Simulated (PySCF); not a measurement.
PySCF 2.14 output of an unrestricted LDA calculation on a single atom or ion in def2-QZVPPD with the def2 core potential (60 electrons) (7s6p4d3f2g, 84 functions), with a scalar-relativistic core potential:

```
SCF conv_tol = 1e-09
number electrons alpha = 6  beta = 4
    P. A. M. Dirac.,  Math. Proc. Cambridge Philos. Soc. 26, 376 (1930)
    F. Bloch.,  Z. Phys. 57, 545 (1929)
    S. H. Vosko, L. Wilk, and M. Nusair.,  Can. J. Phys. 58, 1200 (1980)
cycle= 1 E= -46.711901931496  delta_E= -0.00442  |g|= 0.00999  |ddm|= 0.245
cycle= 2 E= -46.7119312049998  delta_E= -2.93e-05  |g|= 0.00178  |ddm|= 0.0122
cycle= 3 E= -46.7119322235183  delta_E= -1.02e-06  |g|= 0.000127  |ddm|= 0.00137
cycle= 4 E= -46.7119322300452  delta_E= -6.53e-09  |g|= 2.73e-05  |ddm|= 0.00029
cycle= 5 E= -46.7119322303549  delta_E= -3.1e-10  |g|= 4.4e-07  |ddm|= 4.28e-05
converged SCF energy = -46.7119322303549  <S^2> = 2.0001849  2S+1 = 3.0001232
```

The run itself started from symmetry-adapted Hartree-Fock orbitals and held the occupation by maximum overlap, on a logarithmic radial grid, so the iterations belong to that start.

Question: Which element, charge and spin multiplicity is this?

Answer: Hf²⁺ (hafnium, charge +2), multiplicity 3; the state was [Xe] 4f14 5d1 6p1, one real determinant (an excited configuration).

⟨L²⟩ = 8.01 against 12 for a pure F term, so this real determinant mixes terms. Energies and moments cover only the electrons outside the core potential. Spin-orbit coupling, absent here, splits the open shell strongly.
